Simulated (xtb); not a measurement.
C4H5, doublet, at a GFN2-xTB geometry. Base run: xtb with GFN2-xTB.

Input for xtb:
```
$ xtb mol.xyz --gfn 2 --uhf 1 --json

# file mol.xyz
9

C     -0.00487805    -0.07714410     0.26394931
C      0.19855614    -0.71836459    -0.91636831
C     -0.06383047     0.73604089    -0.99191477
C     -0.10307189    -0.06938417     1.60220965
H      0.40079764    -1.59828163    -1.47223199
H      0.74883323     1.41662743    -1.23105220
H     -1.02322444     1.09027825    -1.35918325
H      0.02216024    -0.97349051     2.17299880
H     -0.30922107     0.83797828     2.14221335
```

Variants of this job, named by their change:

| change | ΔE vs base (kJ/mol) | dipole (D) | G_solv (kcal/mol) | SCF cycles |
|---|---|---|---|---|
| base | 0.00 | 0.27 | - | 10 |
| acc = 0.0001 | 0.00 | 0.27 | - | 15 |
| file = coord | 0.00 | 0.27 | - | 10 |
| alpb = acetonitrile | -12.20 | 0.28 | -2.93 | 11 |
| gbsa = toluene | -12.49 | 0.29 | -2.99 | 10 |
| acc = 30 | 0.00 | 0.27 | - | 8 |

ALPB and GBSA are two models with their own fitted parameters for each solvent, which aren't always the measured dielectric constant.
